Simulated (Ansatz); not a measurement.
Ansatz (a program for electronic structure) input for MgF, SMILES [F][Mg], multiplicity 2, PBE-D3(BJ)/def2-TZVPD. 

Ansatz 0.2 input:
```yaml
crystal:
  periodic: [false, false, false]
  atoms:
    - {symbol: Mg, position_ang: [0.00000000, 0.00000000, -0.75686771]}
    - {symbol: F, position_ang: [0.00000000, 0.00000000, 1.00915695]}
basis:
  gaussian:
    orbitals: def2-TZVPD
hamiltonian:
  xc: pbe
  dispersion: d3bj
magnetization: {spin_polarized: true, initial_magnetization: 1}
relax: {f_tol: 0.002, max_steps: 200}
```

It prints:

```
WARN ansatz: RAYON_NUM_THREADS=1 ignored (pool sized by the plan → 1); use --threads N
Functional definition: PBE
integrals: 0.01 GiB planned
505 factors; their error is unknown
mean field: 0.17 GiB planned
mean field evaluation 1: about -8153.5951 eV, gradient 3.5e1 eV
mean field evaluation 2: about -7995.6330 eV, gradient 1.7e2 eV
mean field evaluation 4: about -8157.5372 eV, gradient 4.1e0 eV
mean field evaluation 8: about -8157.5846 eV, gradient 3.6e-2 eV
mean field -8157.58458299 eV, -299.7857040154 hartree, gradient 5.0e-5 eV, S^2 0.750327; 0 other end points of the search recorded, 0 dependent functions left out
the calculation of the forces begins
reference -8157.58462649 eV, -299.7857056140 hartree; 11, 10 occupied and 64, 65 virtual orbitals, 505 factors
relax step   1: F+E_penalty+E_count = -8157.59721080 eV  Δ(F+E_penalty+E_count) = +0.000e0 eV  max|allowed force component| = 3.682e-1 eV/Å  Δτ_max = 0.0000 Å  (28 SCF iters, accepted)
these checks for a lower state are left out or cut short: starts, cluster_reference, orbital_swaps, neighbouring_geometries, increment
integrals: 0.01 GiB planned
505 factors; their error is unknown
mean field: 0.17 GiB planned
mean field evaluation 16: about -8157.6000 eV, gradient 1.6e-1 eV
mean field -8157.58680876 eV, -299.7857858108 hartree, gradient 9.7e-6 eV, S^2 0.750330; 0 other end points of the search recorded, 0 dependent functions left out
the calculation of the forces begins
reference -8157.58685225 eV, -299.7857874091 hartree; 11, 10 occupied and 64, 65 virtual orbitals, 505 factors
relax step   2: F+E_penalty+E_count = -8157.59943425 eV  Δ(F+E_penalty+E_count) = -2.223e-3 eV  max|allowed force component| = 2.276e-1 eV/Å  Δτ_max = 0.0037 Å  (30 SCF iters, accepted)
these checks for a lower state are left out or cut short: starts, cluster_reference, orbital_swaps, neighbouring_geometries, increment
integrals: 0.01 GiB planned
505 factors; their error is unknown
mean field: 0.17 GiB planned
mean field -8157.58824659 eV, -299.7858386502 hartree, gradient 9.2e-6 eV, S^2 0.750335; 0 other end points of the search recorded, 0 dependent functions left out
the calculation of the forces begins
reference -8157.58829006 eV, -299.7858402478 hartree; 11, 10 occupied and 64, 65 virtual orbitals, 505 factors
relax step   3: F+E_penalty+E_count = -8157.60086818 eV  Δ(F+E_penalty+E_count) = -1.434e-3 eV  max|allowed force component| = 8.215e-3 eV/Å  Δτ_max = 0.0061 Å  (28 SCF iters, accepted)
these checks for a lower state are left out or cut short: starts, cluster_reference, orbital_swaps, neighbouring_geometries, increment
integrals: 0.01 GiB planned
505 factors; their error is unknown
mean field: 0.17 GiB planned
mean field evaluation 32: about -8157.6009 eV, gradient 3.1e-2 eV
mean field -8157.58824869 eV, -299.7858387276 hartree, gradient 9.6e-6 eV, S^2 0.750336; 0 other end points of the search recorded, 0 dependent functions left out
the calculation of the forces begins
reference -8157.58829217 eV, -299.7858403252 hartree; 11, 10 occupied and 64, 65 virtual orbitals, 505 factors
relax step   4: F+E_penalty+E_count = -8157.60087013 eV  Δ(F+E_penalty+E_count) = -1.946e-6 eV  max|allowed force component| = 4.474e-4 eV/Å  Δτ_max = 0.0003 Å  (20 SCF iters, accepted)
integrals: 0.01 GiB planned
505 factors; their error is unknown
mean field: 0.17 GiB planned
mean field -8157.58824869 eV, -299.7858387276 hartree, gradient 9.6e-6 eV, S^2 0.750336; 1 other end points of the search recorded, 0 dependent functions left out
the calculation of the forces begins
reference -8157.58829217 eV, -299.7858403252 hartree; 11, 10 occupied and 64, 65 virtual orbitals, 505 factors
Total energy: -8157.60091360 eV, -299.7863041543 hartree
Atom 0 at    -0.000000     0.000000    -0.766996 Å, force    -0.000000     0.000000     0.000447 eV/Å
Atom 1 at     0.000000    -0.000000     1.019285 Å, force     0.000000    -0.000000    -0.000447 eV/Å
Dipole moment:     0.000000     0.000000    -0.680343 e Å
```

The run converged.
